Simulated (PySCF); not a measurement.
## Ge30H14: Orbital levels and atomic charges

System: Ge30H14 (flake germanene).

Cartesian coordinates (Å):
```
  1 Ge   -2.0381    1.1842   -0.3678
  2 Ge   -4.0671    2.3219    0.4517
  3 Ge   -5.8766    1.0412   -0.5116
  4 Ge   -6.1086   -1.1967    0.4171
  5 Ge   -4.0580   -2.3429   -0.3233
  6 Ge   -2.0119   -1.1607    0.4105
  7 Ge    4.0918    4.6918   -0.4160
  8 Ge    2.0359    5.6098    0.5094
  9 Ge    0.0223    4.6824   -0.4542
 10 Ge   -0.0062    2.3565    0.3667
 11 Ge    2.0115    1.1616   -0.4103
 12 Ge    4.0573    2.3431    0.3236
 13 Ge    6.1080    1.1972   -0.4170
 14 Ge    2.0377   -1.1834    0.3674
 15 Ge    4.0667   -2.3224   -0.4524
 16 Ge    5.8759   -1.0413    0.5106
 17 Ge   -7.9904   -2.4663   -0.4824
 18 Ge   -8.0615   -4.6550    0.5445
 19 Ge   -6.1311   -5.6868   -0.4845
 20 Ge   -4.0918   -4.6921    0.4171
 21 Ge    0.0065   -2.3561   -0.3665
 22 Ge   -0.0221   -4.6817    0.4543
 23 Ge    2.0113   -5.6516   -0.5054
 24 Ge    3.8918   -4.5689    0.5065
 25 Ge   -2.0114    5.6526    0.5057
 26 Ge   -3.8911    4.5690   -0.5069
 27 Ge    8.0619    4.6536   -0.5441
 28 Ge    6.1320    5.6861    0.4857
 29 Ge    7.9909    2.4650    0.4826
 30 Ge   -2.0359   -5.6092   -0.5086
 31 H    -7.1284    1.7654    0.1507
 32 H     2.0349    7.0557   -0.1535
 33 H     7.1280   -1.7652   -0.1512
 34 H    -9.1988   -1.6378    0.1296
 35 H    -9.3014   -5.3705   -0.1406
 36 H    -6.0171   -7.1477    0.1266
 37 H     1.9757   -7.1190    0.1027
 38 H     5.1768   -5.2717   -0.1084
 39 H    -1.9766    7.1195   -0.1039
 40 H    -5.1772    5.2721    0.1068
 41 H     9.3020    5.3695    0.1401
 42 H     6.0183    7.1474   -0.1254
 43 H     9.1985    1.6364   -0.1300
 44 H    -2.0344   -7.0552    0.1541
```

Method: PBE/def2-SVP, gas phase, PySCF, fitting set def2-universal-JFIT, grid level 1.

The gap is small, so a closed-shell solution may not be the true ground state; the numbers describe that solution. Spin-orbit coupling is left out, which matters for the heavier atoms here.

(1) Give the orbital energies near the gap.

(2) Give the partial charges of the non-hydrogen atoms.

## Answers

(1) 
```
orbital     eV
 HOMO-4  -5.49
 HOMO-3  -5.28
 HOMO-2  -5.27
 HOMO-1  -5.23
   HOMO  -5.02
   LUMO  -4.65
 LUMO+1  -4.30
 LUMO+2  -4.09
 LUMO+3  -3.85
```

(2) 
```csv
atom,Mulliken,IAO,Hirshfeld
Ge1,-0.03,0.00,0.00
Ge2,0.02,0.02,0.02
Ge3,0.03,0.03,0.05
Ge4,0.01,0.02,0.02
Ge5,-0.05,0.00,0.00
Ge6,0.00,0.00,0.00
Ge7,0.01,0.02,0.02
Ge8,0.03,0.03,0.05
Ge9,0.02,0.01,0.02
Ge10,-0.03,0.00,0.00
Ge11,0.00,0.00,0.00
Ge12,-0.05,0.00,0.00
Ge13,0.01,0.02,0.02
Ge14,-0.03,0.00,0.00
Ge15,0.02,0.02,0.02
Ge16,0.03,0.03,0.05
Ge17,0.04,0.05,0.07
Ge18,0.06,0.05,0.08
Ge19,0.04,0.05,0.07
Ge20,0.01,0.02,0.02
Ge21,-0.03,0.00,0.00
Ge22,0.02,0.01,0.02
Ge23,0.05,0.05,0.07
Ge24,0.05,0.05,0.07
Ge25,0.05,0.05,0.07
Ge26,0.05,0.05,0.07
Ge27,0.06,0.05,0.08
Ge28,0.04,0.05,0.07
Ge29,0.04,0.05,0.07
Ge30,0.03,0.03,0.05
```
